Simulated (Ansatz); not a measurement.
[Tm(NH3)6]3+ (TmN₆H₁₈³⁺), relaxed as a triplet with UKS PBE-D4/def2-SVP in Ansatz, starting from the GFN2-xTB geometry. Force threshold 0.03 eV/Å.

In the def2 sets Tm takes a core potential; there is no spin–orbit coupling. With an open 4f shell the SCF may have ended on a state above the lowest. The relaxation made no stability test and no search for a lower SCF solution. No other spin state of charge 3 was run.

Start:

```xyz
25

Tm    0.003    0.003    0.000
N    -0.515    2.400   -0.737
H    -0.446    2.570   -1.749
H     0.090    3.127   -0.333
H    -1.463    2.726   -0.505
N     0.505   -2.397    0.752
H     0.482   -2.547    1.770
H     1.431   -2.754    0.482
H    -0.138   -3.118    0.395
N     1.458   -0.307   -2.088
H     0.971   -0.700   -2.904
H     2.262   -0.937   -1.965
H     1.885    0.552   -2.459
N    -1.458    0.292    2.084
H    -1.994   -0.542    2.362
H    -2.177    1.026    2.023
H    -0.943    0.538    2.941
N    -2.039   -0.820   -1.310
H    -2.396   -0.152   -2.007
H    -2.868   -1.035   -0.741
H    -1.900   -1.680   -1.857
N     2.050    0.836    1.295
H     2.445    0.149    1.952
H     1.899    1.667    1.884
H     2.857    1.102    0.715
```

Question: Estimate the energy that the relaxation releases and the steps that it takes.

Answer: 0.15 eV, in 5 steps; 1.7 min on 4 threads of Arm Neoverse V2 on a shared host. No frequencies were taken in this run, so the end may be a saddle point.

Question: Does the start keep its bonding?

Answer: By distances, no bond broke or formed. The bond that changes most is Tm1–N18, from 2.56 to 2.46 Å (atoms count from 1).

Question: Predict the relaxed structure.

Answer: 
Cartesian coordinates in Å:
```
Tm -0.0006 0.0008 -0.0043
N -0.4952 2.3179 -0.7438
H -0.4288 2.4845 -1.7658
H 0.1191 3.0566 -0.3505
H -1.4457 2.6668 -0.5161
N 0.4798 -2.3120 0.7586
H 0.4634 -2.4544 1.7866
H 1.4083 -2.6903 0.4893
H -0.1712 -3.0445 0.4154
N 1.4012 -0.2678 -2.0098
H 0.9102 -0.6478 -2.8416
H 2.2101 -0.9089 -1.8979
H 1.8341 0.6054 -2.3661
N -1.3912 0.2503 2.0122
H -1.9294 -0.5945 2.2835
H -2.1165 0.9925 1.9635
H -0.8674 0.4863 2.8767
N -1.9628 -0.7781 -1.2647
H -2.3188 -0.1055 -1.9701
H -2.8006 -0.9869 -0.6887
H -1.8259 -1.6503 -1.8107
N 1.9671 0.7909 1.2440
H 2.3701 0.0976 1.9029
H 1.8117 1.6272 1.8394
H 2.7789 1.0644 0.6579
```
Bond lengths: 6 × N–Tm 2.46 to 2.48 Å; 18 × H–N 1.04 Å.
